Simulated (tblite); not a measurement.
Compound: C5H9NO.
Atom-mapped SMILES: `[CH3:1]/[CH:2]=[CH:3]/[CH2:4][NH:5][CH:6]=[O:7]` (hydrogens: H8, H9, H10 on C1; H11 on C2; H12 on C3; H13, H14 on C4; H15 on N5; H16 on C6)

Computed with GFN2-xTB (tblite), gas phase: Langevin dynamics at 600 K from the optimised GFN2-xTB geometry, time step 0.5 fs, friction 0.01 fs⁻¹, 2000 steps.

Start geometry:
```
atom  x, y, z in Å
C1      2.824    0.621    0.068
C2      1.612   -0.248    0.058
C3      0.418    0.118    0.494
C4     -0.792   -0.764    0.485
N5     -1.879   -0.155   -0.261
C6     -3.069    0.126    0.298
O7     -3.379   -0.111    1.438
H8      3.592    0.183    0.704
H9      2.590    1.616    0.438
H10     3.236    0.704   -0.937
H11     1.761   -1.250   -0.327
H12     0.258    1.114    0.884
H13    -0.551   -1.742    0.055
H14    -1.174   -0.903    1.501
H15    -1.696    0.096   -1.219
H16    -3.759    0.605   -0.423
```

The statistics below take the 31 frames saved every 25 fs from 250 to 1000 fs; their kinetic temperature (all 3N coordinates) averages 581 K.

**Question.** Give the mean, spread and extremes of the bond lengths.

**Answer.** 
| bond | start (Å) | mean (Å) | standard deviation (Å) | shortest (Å) | longest (Å) |
| --- | --- | --- | --- | --- | --- |
| C1–C2 | 1.491 | 1.514 | 0.061 | 1.399 | 1.648 |
| C2=C3 | 1.323 | 1.328 | 0.032 | 1.264 | 1.405 |
| C3–C4 | 1.497 | 1.520 | 0.028 | 1.473 | 1.568 |
| C4–N5 | 1.452 | 1.463 | 0.036 | 1.372 | 1.568 |
| N5–C6 | 1.344 | 1.345 | 0.035 | 1.284 | 1.414 |
| C6=O7 | 1.205 | 1.206 | 0.026 | 1.160 | 1.261 |
| C1–H8 | 1.090 | 1.097 | 0.041 | 1.026 | 1.181 |
| C1–H9 | 1.087 | 1.098 | 0.039 | 1.041 | 1.178 |
| C1–H10 | 1.090 | 1.096 | 0.035 | 1.029 | 1.181 |
| C2–H11 | 1.083 | 1.091 | 0.041 | 1.022 | 1.190 |
| C3–H12 | 1.082 | 1.089 | 0.042 | 0.996 | 1.185 |
| C4–H13 | 1.096 | 1.112 | 0.049 | 1.034 | 1.282 |
| C4–H14 | 1.095 | 1.112 | 0.044 | 1.030 | 1.182 |
| N5–H15 | 1.007 | 1.015 | 0.041 | 0.932 | 1.088 |
| C6–H16 | 1.107 | 1.115 | 0.040 | 1.050 | 1.198 |

**Question.** Give the same statistics for bond angles, one of each kind among heavy atoms.

**Answer.** 
| angle | start (°) | mean (°) | standard deviation (°) | smallest (°) | largest (°) |
| --- | --- | --- | --- | --- | --- |
| C1–C2–C3 | 124.8 | 122.9 | 6.7 | 110.9 | 137.9 |
| C2–C3–C4 | 124.4 | 124.3 | 3.8 | 114.2 | 131.0 |
| C3–C4–N5 | 111.2 | 113.5 | 3.9 | 106.9 | 122.1 |
| C4–N5–C6 | 122.5 | 121.0 | 6.1 | 107.2 | 130.7 |
| N5–C6–O7 | 125.5 | 126.3 | 4.1 | 114.0 | 132.2 |

**Question.** Follow the torsions C2–C3–C4–N5, C3–C4–N5–C6 and C4–N5–C6–O7 through every second one of these frames.

**Answer.** 
```json
{"t (fs)": "250", "C2–C3–C4–N5 (°)": "-53", "C3–C4–N5–C6 (°)": "-171", "C4–N5–C6–O7 (°)": "-13"}
{"t (fs)": "300", "C2–C3–C4–N5 (°)": "-73", "C3–C4–N5–C6 (°)": "178", "C4–N5–C6–O7 (°)": "30"}
{"t (fs)": "350", "C2–C3–C4–N5 (°)": "-50", "C3–C4–N5–C6 (°)": "-169", "C4–N5–C6–O7 (°)": "-8"}
{"t (fs)": "400", "C2–C3–C4–N5 (°)": "-33", "C3–C4–N5–C6 (°)": "178", "C4–N5–C6–O7 (°)": "-9"}
{"t (fs)": "450", "C2–C3–C4–N5 (°)": "-9", "C3–C4–N5–C6 (°)": "143", "C4–N5–C6–O7 (°)": "17"}
{"t (fs)": "500", "C2–C3–C4–N5 (°)": "2", "C3–C4–N5–C6 (°)": "150", "C4–N5–C6–O7 (°)": "-18"}
{"t (fs)": "550", "C2–C3–C4–N5 (°)": "30", "C3–C4–N5–C6 (°)": "111", "C4–N5–C6–O7 (°)": "-1"}
{"t (fs)": "600", "C2–C3–C4–N5 (°)": "99", "C3–C4–N5–C6 (°)": "75", "C4–N5–C6–O7 (°)": "11"}
{"t (fs)": "650", "C2–C3–C4–N5 (°)": "144", "C3–C4–N5–C6 (°)": "95", "C4–N5–C6–O7 (°)": "-3"}
{"t (fs)": "700", "C2–C3–C4–N5 (°)": "168", "C3–C4–N5–C6 (°)": "87", "C4–N5–C6–O7 (°)": "14"}
{"t (fs)": "750", "C2–C3–C4–N5 (°)": "167", "C3–C4–N5–C6 (°)": "92", "C4–N5–C6–O7 (°)": "-8"}
{"t (fs)": "800", "C2–C3–C4–N5 (°)": "150", "C3–C4–N5–C6 (°)": "100", "C4–N5–C6–O7 (°)": "-3"}
{"t (fs)": "850", "C2–C3–C4–N5 (°)": "158", "C3–C4–N5–C6 (°)": "63", "C4–N5–C6–O7 (°)": "22"}
{"t (fs)": "900", "C2–C3–C4–N5 (°)": "159", "C3–C4–N5–C6 (°)": "88", "C4–N5–C6–O7 (°)": "-23"}
{"t (fs)": "950", "C2–C3–C4–N5 (°)": "169", "C3–C4–N5–C6 (°)": "57", "C4–N5–C6–O7 (°)": "12"}
{"t (fs)": "1000", "C2–C3–C4–N5 (°)": "174", "C3–C4–N5–C6 (°)": "65", "C4–N5–C6–O7 (°)": "-4"}
```

Largest departure from the start value over all these frames: C2–C3–C4–N5 162° (start -123°), C3–C4–N5–C6 179° (start -120°), C4–N5–C6–O7 32° (start -2°).

The run is classical and short, so these are rough statistics of one trajectory.

What follows is the cost of the whole dynamics run. On one thread of an Arm Neoverse V1, shared host, this took 10 s and 0.18 GiB of memory at its peak.
